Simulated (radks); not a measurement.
Q: Valence configurations of Gd2+ (all share [Xe]). Calculated with a radial shooting solver on a logarithmic mesh with Libxc functionals: scalar-relativistic Kohn-Sham, LDA (Slater exchange, Perdew-Wang correlation), spin-polarised, spherical densities, finite nucleus; open shells are filled with parallel spins first (spin-orbit coupling, left out, can overturn this in heavy ions); Fermi nuclear charge, rms radius 5.1569 fm. Order these by energy: 4f6 5d1 6s1; 4f8; 4f6 6p2; 4f7.5 5d0.5; 4f6 5d2; 4f6 5d1 6p1; 4f7 6s1; 4f6.5 5d1 6s0.5; 4f5 5d1 6p2; 4f7 5d1.

A: From the lowest, in eV above it: 4f8 0.000; 4f7.5 5d0.5 0.441; 4f7 5d1 1.687; 4f7 6s1 2.288; 4f6.5 5d1 6s0.5 7.075; 4f6 5d2 12.831; 4f6 5d1 6s1 14.334; 4f6 5d1 6p1 19.341; 4f6 6p2 27.011; 4f5 5d1 6p2 46.290. NIST lists [Xe] 4f7 5d1 as the ground configuration; this level of theory puts 4f8 lower, by 1.687 eV. The energies are those of spherical high-spin densities, not of single terms.
